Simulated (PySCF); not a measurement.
O₂Ti, triplet, at a GFN2-xTB geometry (such geometries of metal compounds can be far from the true shape) (the multiplicity is a formal guess); DF-BLYP/6-31G* (PySCF).

The PySCF input:
```python
from pyscf import gto, scf, dft

mol = gto.Mole()
mol.atom = '''
    Ti    0.08713546    0.01667738    0.10503988
    O     1.09419603    0.19006438   -1.18532302
    O    -1.33381854   -0.23592717    0.89646335
'''
mol.basis = '6-31g*'
mol.spin = 2
mol.verbose = 4
mol.build()

mf = dft.UKS(mol)
mf.xc = 'blyp'
mf = mf.density_fit(auxbasis='def2-universal-jkfit')
mf.kernel()
mf.analyze()
```

What the program printed (banner, timings and long lists left out):

```
PySCF version 2.14.0

[INPUT] verbose = 4
[INPUT] num. atoms = 3
[INPUT] num. electrons = 38
[INPUT] charge = 0
[INPUT] spin (= nelec alpha-beta = 2S) = 2
[INPUT] symmetry False subgroup None
[INPUT] Mole.unit = angstrom
[INPUT] Symbol           X                Y                Z      unit          X                Y                Z       unit  Magmom
[INPUT]  1 Ti     0.087135460000   0.016677380000   0.105039880000 AA    0.164662155138   0.031515680675   0.198496605357 Bohr   0.0
[INPUT]  2 O      1.094196030000   0.190064380000  -1.185323020000 AA    2.067730823286   0.359169624235  -2.239935876942 Bohr   0.0
[INPUT]  3 O     -1.333818540000  -0.235927170000   0.896463350000 AA   -2.520551740467  -0.445837736644   1.694070212210 Bohr   0.0

nuclear repulsion = 123.662920377383
number of shells = 24
number of NR pGTOs = 151
number of NR cGTOs = 62
basis = 6-31g*
ecp = {}

******** <class 'pyscf.df.df_jk.DFUKS'> ********
method = DFUKS
initial guess = minao
damping factor = 0
level_shift factor = 0
DIIS = <class 'pyscf.scf.diis.CDIIS'>
diis_start_cycle = 1
diis_space = 8
diis_damp = 0
SCF conv_tol = 1e-09
SCF conv_tol_grad = None
SCF max_cycles = 50
direct_scf = False
number electrons alpha = 20  beta = 18
XC library pyscf.dft.libxc version 7.1.2
    S. Lehtola, C. Steigemann, M. J. T. Oliveira, and M. A. L. Marques,  SoftwareX 7, 1–5 (2018)
XC functionals = blyp
    A. D. Becke,  Phys. Rev. A 38, 3098 (1988)
    C. Lee, W. Yang, and R. G. Parr,  Phys. Rev. B 37, 785 (1988)
    B. Miehlich, A. Savin, H. Stoll, and H. Preuss,  Chem. Phys. Lett. 157, 200 (1989)
radial grids:
    Treutler-Ahlrichs [JCP 102, 346 (1995); DOI:10.1063/1.469408] (M4) radial grids

becke partition: Becke, JCP 88, 2547 (1988); DOI:10.1063/1.454033
pruning grids: <function nwchem_prune>
grids dens level: 3
symmetrized grids: False
atomic radii adjust function: <function treutler_atomic_radii_adjust>
small_rho_cutoff = 0
Set gradient conv threshold to 3.16228e-05
tot grids = 49072
init E= -999.837098451574

cycle= 1 E= -999.550652182219  delta_E= 0.286  |g|= 0.809  |ddm|= 1.72

cycle= 2 E= -988.021877318408  delta_E= 11.5  |g|= 5.01  |ddm|= 2.71

cycle= 3 E= -999.580350655294  delta_E= -11.6  |g|= 0.675  |ddm|=  2.5

cycle= 4 E= -999.728863177494  delta_E= -0.149  |g|= 0.439  |ddm|= 1.28

cycle= 5 E= -999.798983516053  delta_E= -0.0701  |g|=  0.2  |ddm|= 0.184

cycle= 6 E= -999.773114237529  delta_E= 0.0259  |g|= 0.251  |ddm|= 1.08

cycle= 7 E= -999.785909779651  delta_E= -0.0128  |g|= 0.213  |ddm|= 0.183

cycle= 8 E= -999.795113630057  delta_E= -0.0092  |g|= 0.184  |ddm|= 0.145

cycle= 9 E= -999.804419743384  delta_E= -0.00931  |g|= 0.149  |ddm|= 0.172

cycle= 10 E= -999.809998676211  delta_E= -0.00558  |g|= 0.122  |ddm|= 0.126

cycle= 11 E= -999.815545059005  delta_E= -0.00555  |g|= 0.0784  |ddm|= 0.122

cycle= 12 E= -999.819390419812  delta_E= -0.00385  |g|= 0.00507  |ddm|= 0.203

cycle= 13 E= -999.819339393638  delta_E= 5.1e-05  |g|= 0.0104  |ddm|= 0.0283

cycle= 14 E= -999.8194015434  delta_E= -6.21e-05  |g|= 0.00205  |ddm|= 0.0199

cycle= 15 E= -999.81940365762  delta_E= -2.11e-06  |g|= 0.000382  |ddm|= 0.00241

cycle= 16 E= -999.819403749741  delta_E= -9.21e-08  |g|= 5.97e-05  |ddm|= 0.00124

cycle= 17 E= -999.819403751507  delta_E= -1.77e-09  |g|= 3.46e-05  |ddm|= 0.000268

cycle= 18 E= -999.819403751952  delta_E= -4.45e-10  |g|= 1.97e-05  |ddm|= 2.56e-05

Extra cycle  E= -999.819403735083  delta_E= 1.69e-08  |g|= 0.000174  |ddm|= 0.000449
SCF not converged.
SCF energy = -999.819403735083 after 50 cycles  <S^2> = 2.0046791  2S+1 = 3.0031178
**** SCF Summaries ****
Total Energy =                        -999.819403735083370
Nuclear Repulsion Energy =             123.662920377382534
One-electron Energy =                -1618.516414624601794
Two-electron Energy =                  495.034090512135776
Two-electron Coulomb Energy =          554.370983846269269
DFT Exchange-Correlation Energy =      -59.336893334133499
**** MO energy ****
                             alpha | beta                alpha | beta
MO #1   energy= -177.757992781877  | -177.756733406741  occ= 1 | 1
MO #2   energy= -19.4663775196521  | -19.4591347484291  occ= 1 | 1
MO #3   energy= -18.7992628246139  | -18.7878555596512  occ= 1 | 1
MO #4   energy= -18.7991975638835  | -18.7877947112852  occ= 1 | 1
MO #5   energy= -16.2623917634041  | -16.2570222026568  occ= 1 | 1
MO #6   energy= -16.2616758668629  | -16.2554166548542  occ= 1 | 1
MO #7   energy= -16.259593122147   | -16.2525857380513  occ= 1 | 1
MO #8   energy= -2.2260819853255   | -2.20107611802344  occ= 1 | 1
MO #9   energy= -1.40903462389838  | -1.39452397716983  occ= 1 | 1
MO #10  energy= -1.39030146776322  | -1.36454017026035  occ= 1 | 1
MO #11  energy= -1.37878705142714  | -1.3441058428745   occ= 1 | 1
MO #12  energy= -0.825425199946675 | -0.795862963460593 occ= 1 | 1
MO #13  energy= -0.771032693106582 | -0.742199711582828 occ= 1 | 1
MO #14  energy= -0.34730402976651  | -0.296499583348647 occ= 1 | 1
MO #15  energy= -0.304700509073065 | -0.291974081279665 occ= 1 | 1
MO #16  energy= -0.298348611404425 | -0.285639446101225 occ= 1 | 1
MO #17  energy= -0.260540525501668 | -0.247973907706662 occ= 1 | 1
MO #18  energy= -0.259065609866697 | -0.246871469010802 occ= 1 | 1
MO #19  energy= -0.250104603715866 | -0.190661075439726 occ= 1 | 0
MO #20  energy= -0.131453450556755 | -0.113833837346206 occ= 1 | 0
MO #21  energy= -0.123631734698098 | -0.0934532377186041 occ= 0 | 0
MO #22  energy= -0.102510731162857 | -0.0724739827265806 occ= 0 | 0
MO #23  energy= -0.0182936366075553 | -0.00202623696535157 occ= 0 | 0
MO #24  energy= -0.0161414149274018 | -0.00152008571864427 occ= 0 | 0
MO #25  energy= -0.0031355686102903 | 0.00483415131645723 occ= 0 | 0
MO #26  energy= 0.000136024055803485 | 0.00526938082062763 occ= 0 | 0
MO #27  energy= 0.0315397311613355 | 0.033592450866275  occ= 0 | 0
MO #28  energy= 0.036202848727072  | 0.0430795984024583 occ= 0 | 0

To work with the spin densities directly, `use mulliken_meta_spin()` only printing them here.

 ** Mulliken spin pop alpha/beta on meta-lowdin orthogonal AOs **
 ** Mulliken Spin Density (per AO)  **
spin_pop of  0 Ti 1s        0.00000
spin_pop of  0 Ti 2s        0.00000
spin_pop of  0 Ti 3s       -0.00005
spin_pop of  0 Ti 4s        0.21946
spin_pop of  0 Ti 5s       -0.00052
spin_pop of  0 Ti 2px       0.00000
spin_pop of  0 Ti 2py      -0.00000
spin_pop of  0 Ti 2pz       0.00000
spin_pop of  0 Ti 3px       0.00253
spin_pop of  0 Ti 3py       0.00010
spin_pop of  0 Ti 3pz       0.00186
spin_pop of  0 Ti 4px      -0.00208
spin_pop of  0 Ti 4py       0.00104
spin_pop of  0 Ti 4pz      -0.00288
spin_pop of  0 Ti 5px       0.00127
spin_pop of  0 Ti 5py      -0.00044
spin_pop of  0 Ti 5pz       0.00084
spin_pop of  0 Ti 3dxy      0.06555
spin_pop of  0 Ti 3dyz      0.00165
spin_pop of  0 Ti 3dz^2     0.20975
spin_pop of  0 Ti 3dxz     -0.00186
spin_pop of  0 Ti 3dx2-y2    0.44710
spin_pop of  0 Ti 4dxy      0.00002
spin_pop of  0 Ti 4dyz      0.00001
spin_pop of  0 Ti 4dz^2     0.00048
spin_pop of  0 Ti 4dxz      0.00025
spin_pop of  0 Ti 4dx2-y2    0.00015
spin_pop of  0 Ti 4f-3      0.00000
spin_pop of  0 Ti 4f-2      0.00005
spin_pop of  0 Ti 4f-1     -0.00001
spin_pop of  0 Ti 4f+0      0.00008
spin_pop of  0 Ti 4f+1      0.00021
spin_pop of  0 Ti 4f+2      0.00035
spin_pop of  0 Ti 4f+3      0.00005
spin_pop of  1 O 1s       -0.00000
spin_pop of  1 O 2s        0.00265
spin_pop of  1 O 3s       -0.00008
spin_pop of  1 O 2px       0.05313
spin_pop of  1 O 2py       0.00013
spin_pop of  1 O 2pz       0.47129
spin_pop of  1 O 3px       0.00005
spin_pop of  1 O 3py      -0.00022
spin_pop of  1 O 3pz       0.00036
spin_pop of  1 O 3dxy     -0.00000
spin_pop of  1 O 3dyz     -0.00002
spin_pop of  1 O 3dz^2     0.00015
spin_pop of  1 O 3dxz      0.00006
spin_pop of  1 O 3dx2-y2    0.00000
spin_pop of  2 O 1s       -0.00000
spin_pop of  2 O 2s        0.00265
spin_pop of  2 O 3s       -0.00008
spin_pop of  2 O 2px       0.49311
spin_pop of  2 O 2py       0.01491
spin_pop of  2 O 2pz       0.01652
spin_pop of  2 O 3px       0.00048
spin_pop of  2 O 3py      -0.00020
spin_pop of  2 O 3pz      -0.00009
spin_pop of  2 O 3dxy      0.00001
spin_pop of  2 O 3dyz     -0.00000
spin_pop of  2 O 3dz^2     0.00003
spin_pop of  2 O 3dxz     -0.00001
spin_pop of  2 O 3dx2-y2    0.00017
 ** Mulliken Spin Density (per atom)  **
spin density of  0 Ti =      0.94499
spin density of  1 O =      0.52751
spin density of  2 O =      0.52750
 ** Mulliken pop alpha/beta on meta-lowdin orthogonal AOs **
 ** Mulliken pop       alpha | beta **
In total            20.00000 | 18.00000
 ** Mulliken atomic charges   ( Nelec_alpha | Nelec_beta ) **
charge of  0Ti =      0.95968  (    10.99265     10.04766 )
charge of  1O =     -0.47981  (     4.50366      3.97615 )
charge of  2O =     -0.47988  (     4.50369      3.97619 )
Dipole moment(X, Y, Z, Debye):  1.30829,  0.25027,  1.57630
```

Convergence was not reached.
